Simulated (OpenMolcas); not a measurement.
## AlNH4O2 (SMILES [NH2][Al]([OH])[OH]): methods side by side

AlNH4O2 has 8 atoms, charge 0, and is taken as a singlet. As SMILES, `[NH2][Al]([OH])[OH]`. The coordinates come from a PBE0-D4/def2-TZVP relaxation. This is one conformer, not always the lowest.

Quantity: the vertical energy of the triplet above the singlet, in eV. The values are calculated.

```
           level           kind     program  value (eV)  CPU time (all runs)
 SVWN5/6-311+G**            LDA  OpenMolcas        5.15              2.9 min
  BLYP/6-311+G**            GGA  OpenMolcas        4.98              3.4 min
   PBE/6-311+G**            GGA  OpenMolcas        5.01              3.3 min
revPBE/6-311+G**            GGA  OpenMolcas        5.02              4.3 min
  TPSS/6-311+G**       meta-GGA  OpenMolcas        5.11                7 min
r2SCAN/6-311+G**       meta-GGA  OpenMolcas        5.24              4.5 min
 BHLYP/6-311+G**  global hybrid  OpenMolcas        5.35              2.4 min
  PBE0/6-311+G**  global hybrid  OpenMolcas        5.31              2.5 min
```

The values span 4.98 to 5.35 eV. CPU times are rough (shared hosts, several kinds of processor): they show what a rung costs within a factor of a few.
